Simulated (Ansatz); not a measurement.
A run on Cl$_{3}$GaH$_{3}$N, SMILES `[NH3+][Ga-]([Cl])([Cl])[Cl]` with other settings.

```yaml
crystal:
  periodic: [false, false, false]
  atoms:
    - {symbol: N, position_ang: [-0.705400, -0.258192, 0.716083]}
    - {symbol: Ga, position_ang: [0.707877, 0.236808, -0.709341]}
    - {symbol: Cl, position_ang: [2.141943, -1.342589, -0.405608]}
    - {symbol: Cl, position_ang: [-0.486271, 0.131379, -2.499898]}
    - {symbol: Cl, position_ang: [1.273926, 2.203669, -0.035348]}
    - {symbol: H, position_ang: [-0.357218, -0.047366, 1.646290]}
    - {symbol: H, position_ang: [-1.560174, 0.268135, 0.563426]}
    - {symbol: H, position_ang: [-0.922482, -1.248943, 0.668597]}
basis:
  gaussian: {orbitals: "6-31G*"}
hamiltonian: {xc: {name: r2SCAN}}
output: {forces: true}
```

```sh
$ ansatz run in.yaml --threads 4 --pin off --events-out ev --progress --plain --max-ram 10444MiB
```

Shortened log:

```
Functional definition: r2SCAN
  name "r2SCAN"
  cite "Furness, Kaplan, Ning, Perdew & Sun, J. Phys. Chem. Lett. 11, 8208 (2020) doi:10.1021/acs.jpclett.0c02405"
  cite "Furness, Kaplan, Ning, Perdew & Sun, J. Phys. Chem. Lett. 11, 9248 (2020) doi:10.1021/acs.jpclett.0c03077"
  parent r2scan
  parameter k0 = 0.174
  parameter k1 = 0.065
  parameter a1 = 4.9479
  exchange = r2scan_x(k0 = k0, k1 = k1, a1 = a1)
  correlation = r2scan_c
1389 factors; their error is unknown
mean field evaluation 1: about -91473.0702 eV, gradient 5.3e1 eV
mean field evaluation 2: about -91467.3743 eV, gradient 7.7e1 eV
mean field evaluation 4: about -91478.2965 eV, gradient 1.5e0 eV
mean field evaluation 8: about -91478.2968 eV, gradient 7.8e-2 eV
mean field evaluation 16: about -91478.2615 eV, gradient 6.0e-5 eV
mean field -91478.26152389 eV, -3361.7641048101 hartree, gradient 6.0e-5 eV, S^2 0.000000; 0 other end points of the search recorded, 0 dependent functions left out
the calculation of the forces begins
reference -91478.26153760 eV, -3361.7641053143 hartree; 46, 46 occupied and 67, 67 virtual orbitals, 1389 factors
Total energy: -91478.26153760 eV, -3361.7641053143 hartree
Atom 0 at    -0.705400    -0.258192     0.716083 Å, force     0.150246     0.052830    -0.151515 eV/Å
Atom 1 at     0.707877     0.236808    -0.709341 Å, force     0.018582     0.006574    -0.019014 eV/Å
Atom 2 at     2.141943    -1.342589    -0.405608 Å, force     0.062178    -0.069019     0.012822 eV/Å
Atom 3 at    -0.486271     0.131379    -2.499898 Å, force    -0.052432    -0.004447    -0.078092 eV/Å
Atom 4 at     1.273926     2.203669    -0.035348 Å, force     0.025127     0.085303     0.030280 eV/Å
Atom 5 at    -0.357218    -0.047366     1.646290 Å, force     0.077850     0.050767     0.239029 eV/Å
Atom 6 at    -1.560174     0.268135     0.563426 Å, force    -0.220637     0.126961    -0.030642 eV/Å
Atom 7 at    -0.922482    -1.248943     0.668597 Å, force    -0.060912    -0.248969    -0.002869 eV/Å
Dipole moment:    -0.946263    -0.331334     0.954409 e Å
```

Hardware: 4 threads of an Arm Neoverse V2 on a shared host. Wall time 3.2 s, peak host memory 0.46 GiB.
